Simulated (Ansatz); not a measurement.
System: CH₃BI₂, net charge 0, singlet state. 
Geometry from a B3LYP-D3(BJ)/def2-TZVP (Ansatz, an electronic-structure program) optimisation:
```
B
C 1 1.5517
H 2 1.0905 1 112.85
H 2 1.0905 3 109.87 1 -126.89
H 2 1.0980 3 106.73 4 -115.36
I 1 2.1390 2 120.60 3 28.53
I 1 2.1390 2 120.60 3 -153.82
```

Computed values are from Ansatz. Cores are frozen in the correlated levels unless marked. UHF or UKS for open shells. No spin-orbit coupling. Frozen are the shells of the preceding noble gas and the d and f shells that filled before the atom's block. In def2 rows, elements after Kr have scalar-relativistic effective core potentials. Basis-set limits of correlation are two-point, X^-3; Hartree-Fock from the larger set.

### Question
What is the T1 diagnostic at CCSD/def2-QZVPPD?

### Answer
0.014.

### Question
What is the total energy at CCSD(T)/CBS(def2-TZVPPD,def2-QZVPPD)?

### Answer
-658.4250 Eh.

### Question
What is the dipole moment at CCSD(T)/def2-SVPD?

### Answer
1.09 D.

### Question
What is the vertical electron affinity (to the doublet; negative means unbound) at CCSD(T)/CBS(def2-TZVPPD,def2-QZVPPD)?

### Answer
0.41 eV.

### Question
What is the atomisation energy De at CCSD(T)/CBS(def2-TZVPPD,def2-QZVPPD)?

### Answer
2309.4 kJ/mol.
